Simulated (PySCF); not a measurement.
Job file and geometry (Å, from PBE0-D3(BJ)/def2-SVP) of a spin–spin coupling run on SMILES [H][As](C)C, C₂H₇As, B3LYP/pcJ-1 As:pcSseg-1 indirect spin-spin coupling, non-relativistic, gas phase (PySCF 2.14.0, density-fitted response routines); density fitting, a coarse starting grid and PySCF grid level 2 are the driver's defaults:

```
{"job": {"kind": "j", "xc": "B3LYP", "basis": "pcJ-1"}, "charge": 0, "multiplicity": 1}
As    -0.302620    -0.517391     1.004312
C      1.379186    -0.575967    -0.018468
H      1.981519     0.305858     0.244677
H      1.206176    -0.582796    -1.103814
H      1.946844    -1.474122     0.264064
C     -1.181877     0.913993    -0.023308
H     -2.248806     0.948550     0.239863
H     -1.081300     0.769489    -1.108256
H     -0.729656     1.876995     0.255371
H     -0.969467    -1.664609     0.245559
```

**Question.** What does the program print?

**Answer.** 
```
coarse grid: 35000 points
cycle   1  E = -2316.0660016346  dE = -9.140e-01  |g| = 8.178e-01  |ddm| = 2.454e+00
cycle   2  E = -2316.0303470072  dE =  3.565e-02  |g| = 7.734e-01  |ddm| = 7.659e-01
cycle   3  E = -2316.1170937470  dE = -8.675e-02  |g| = 1.515e-01  |ddm| = 5.887e-01
cycle   4  E = -2316.1227693853  dE = -5.676e-03  |g| = 3.078e-02  |ddm| = 1.671e-01
cycle   5  E = -2316.1229842043  dE = -2.148e-04  |g| = 3.986e-03  |ddm| = 2.520e-02
cycle   6  E = -2316.1229868058  dE = -2.602e-06  |g| = 1.176e-03  |ddm| = 6.371e-03
final grid: 73096 points
cycle   7  E = -2316.1229833790  dE = -2.587e-08  |g| = 1.439e-03  |ddm| = 3.559e-03
cycle   8  E = -2316.1229832988  dE =  8.013e-08  |g| = 1.843e-03  |ddm| = 3.688e-03
cycle   9  E = -2316.1229837570  dE = -4.582e-07  |g| = 1.134e-04  |ddm| = 1.771e-03
cycle  10  E = -2316.1229837608  dE = -3.780e-09  |g| = 2.028e-05  |ddm| = 1.508e-04
cycle  11  E = -2316.1229837609  dE = -1.146e-10  |g| = 6.804e-07  |ddm| = 1.854e-05
converged SCF energy = -2316.1229837609

Indirect spin-spin couplings (Hz)
  i      j    bonds     total        FC       PSO       DSO        SD
  1 C    2 H    1    138.659   136.393     1.351     0.915         -
  1 C    3 H    1    142.519   140.362     1.244     0.913         -
  1 C    4 H    1    139.525   137.291     1.336     0.897         -
  1 C    5 C    2     -0.650    -0.529    -0.093    -0.029         -
  1 C    6 H    3      9.387     9.675     0.303    -0.591         -
  1 C    7 H    3      4.912     4.829    -0.042     0.124         -
  1 C    8 H    3      0.233     0.242     0.056    -0.064         -
  1 C    9 H    2     -1.248    -1.150     0.100    -0.199         -
  2 H    3 H    2    -11.527   -12.503     2.903    -1.927         -
  2 H    4 H    2    -14.032   -15.022     2.875    -1.885         -
  2 H    5 C    3      0.340     0.344     0.050    -0.054         -
  2 H    6 H    4     -1.076    -0.498     1.226    -1.803         -
  2 H    7 H    4     -0.272    -0.322     0.268    -0.218         -
  2 H    9 H    3     14.620    16.343     1.777    -3.500         -
  3 H    4 H    2    -12.039   -12.997     2.949    -1.991         -
  3 H    5 C    3      4.720     4.642    -0.039     0.117         -
  3 H    6 H    4     -0.735    -0.392     1.033    -1.375         -
  3 H    7 H    4      0.432    -0.159    -1.304     1.895         -
  3 H    8 H    4     -0.285    -0.314     0.316    -0.287         -
  3 H    9 H    3      6.597     6.213    -0.148     0.532         -
  4 H    5 C    3      9.493     9.782     0.304    -0.593         -
  4 H    6 H    4      1.640     2.620     1.413    -2.393         -
  4 H    7 H    4     -0.722    -0.381     1.047    -1.388         -
  4 H    8 H    4     -1.101    -0.517     1.222    -1.806         -
  4 H    9 H    3      1.337     1.362     0.266    -0.291         -
  5 C    6 H    1    139.419   137.184     1.338     0.898         -
  5 C    7 H    1    142.425   140.266     1.245     0.914         -
  5 C    8 H    1    138.788   136.523     1.350     0.914         -
  5 C    9 H    2     -1.246    -1.149     0.100    -0.198         -
  6 H    7 H    2    -12.125   -13.083     2.943    -1.985         -
  6 H    8 H    2    -14.024   -15.014     2.877    -1.887         -
  6 H    9 H    3      1.579     1.571     0.237    -0.229         -
  7 H    8 H    2    -11.485   -12.460     2.904    -1.929         -
  7 H    9 H    3      6.278     5.914    -0.127     0.491         -
  8 H    9 H    3     14.679    16.403     1.780    -3.504         -
```

Size and cost of the density-fitted run: 165 basis functions, 11 s wall time on 1 thread of an x86-64 server CPU, shared host.
